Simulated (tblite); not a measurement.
Run record: tight-binding relaxation, `C/C(F)=C/[C@@H](C)BF`.

Computed with GFN2-xTB geometry optimisation, gas phase (tblite 0.8.0). Start geometry: from a force field or distance geometry. A driver script takes a list of jobs; this job's settings line and coordinates (Å) are shown.

Command:
```bash
OMP_NUM_THREADS=1 python probes_run.py task.json out
```

Input:
```
{"job": {"kind": "relax", "xc": "GFN2-xTB", "basis": "xTB"}, "charge": 0, "multiplicity": 1}
C      2.784100     0.406500     0.377600
C      1.355200     0.623300    -0.074800
F      1.067000     1.713600    -0.806400
C      0.401800    -0.255500     0.259600
C     -1.036600    -0.085800    -0.149600
C     -1.795500    -1.414600    -0.082900
B     -1.746100     1.008200     0.768800
F     -2.254900     2.230200     0.199900
H      3.166700    -0.552600    -0.026600
H      3.410500     1.236900     0.012800
H      2.822300     0.385300     1.486000
H      0.667200    -1.135000     0.867400
H     -1.074600     0.268000    -1.201800
H     -1.798300    -1.808200     0.957300
H     -2.841600    -1.275500    -0.426200
H     -1.304500    -2.163400    -0.725700
H     -1.829700     0.830400     1.941200
```

Output:
```
step      E/eV     max force
  0    -707.47942    3.425
  1    -707.74380    1.840
  2    -707.78784    2.479
  3    -707.84192    0.512
  4    -707.85612    0.255
  5    -707.86790    0.230
  6    -707.87166    0.181
  7    -707.87840    0.157
  8    -707.88128    0.135
  9    -707.88323    0.101
... (113 lines left out)
123    -707.94638    0.023
124    -707.94648    0.028
125    -707.94660    0.027
126    -707.94674    0.027
127    -707.94687    0.028
128    -707.94694    0.021
129    -707.94699    0.018
130    -707.94702    0.015
131    -707.94706    0.010
132    -707.94707    0.009
```

«max force» is the largest atomic force in eV/Å.

From which step on does the largest force stay under 0.1 eV/Å, and how much energy is left to gain from there?

From step 75 (0.097 eV/Å), 13.2 meV above the end.

In short: energy lowered by 10.8 kcal/mol over 132 steps; largest atomic force 0.009 eV/Å at the end.

Give the final coordinates.

0.400 Å rms from the input after alignment:
```
atom  x, y, z in Å
C1     2.8287    0.3388    0.3197
C2     1.4131    0.4238   -0.1377
F3     1.2845    1.1468   -1.2839
C4     0.3399   -0.1075    0.4260
C5    -1.0644    0.0191   -0.0942
C6    -1.7339   -1.3686   -0.1022
B7    -1.8864    1.0313    0.8214
F8    -2.5580    2.0106    0.2627
H9     3.4426   -0.1142   -0.4585
H10    3.2180    1.3391    0.5091
H11    2.8989   -0.2536    1.2258
H12    0.4679   -0.6699    1.3377
H13   -1.0223    0.3838   -1.1245
H14   -1.8068   -1.7645    0.9083
H15   -2.7355   -1.3020   -0.5198
H16   -1.1513   -2.0610   -0.7063
H17   -1.9420    0.9602    1.9929
```

Estimate the wall time. Hardware: an Arm Neoverse N1 with one thread, no GPU, shared host with 64 logical CPUs at a one-minute load of 60.

About 1.3 s.
Labels such as C1 count atoms from 1, the log's own numbers from 0.
